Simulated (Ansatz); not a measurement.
Cartesian coordinates (Å):
```xyz
9

C     -0.0018    -0.9329    -0.1668
B     -0.0180     0.6176    -0.4042
S      1.5111     1.5694    -0.6110
S     -1.5325     1.6015    -0.4956
H     -0.9943    -1.3713    -0.0593
H      0.5708    -1.1733     0.7338
H      0.5006    -1.4387    -0.9966
H      2.3608     0.5363    -0.4866
H     -2.3967     0.5914    -0.3068
```
Charge +1, spin multiplicity 2.

Computed with frozen-core CCSD(T)/cc-pVTZ // B3LYP-D3(BJ)/def2-TZVP (Ansatz, an electronic-structure program). The geometry is that of the parent before the electron was removed.

```json
{
  "HF energy": "-860.32881 Ha",
  "MP2 correlation energy": "-0.60009 Ha"
}
```

Task: Estimate the CCSD correlation energy, the (T) correction, the total energy and the T1 diagnostic.

Result: 
```yaml
CCSD correlation energy: -0.65929 Ha
"(T) correction": -0.03159 Ha
CCSD(T) total energy: -861.01968 Ha
T1 diagnostic: 0.035
```
